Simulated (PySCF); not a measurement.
# How methods differ on the ionisation energy of Sb

Sb [Kr] 4d10 5s2 5p3 (4S) → Sb⁺ [Kr] 4d10 5s2 5p2 (3P), as a difference of total energies. Calculation: PySCF 2.14, in aug-cc-pVTZ-PP with one added diffuse shell each of d, f type with ECP28MDF (6s5p5d3f, 67 functions); a scalar-relativistic core potential. Correlated levels: valence: 4s2 4p6 4d10 frozen. The calculations carry no spin-orbit coupling.

Task: Order these methods by the ionisation energy they give, lowest first.
A. UHF
B. wB97M-V
C. PBE0
D. LDA

Result: A (8.583 eV), B (8.901 eV), C (9.043 eV), D (9.121 eV).

Errors of the correlated levels include the incompleteness of this basis and the frozen core.

For comparison: 9.124 eV (measured; NIST levels, between the centres of gravity of the two terms).
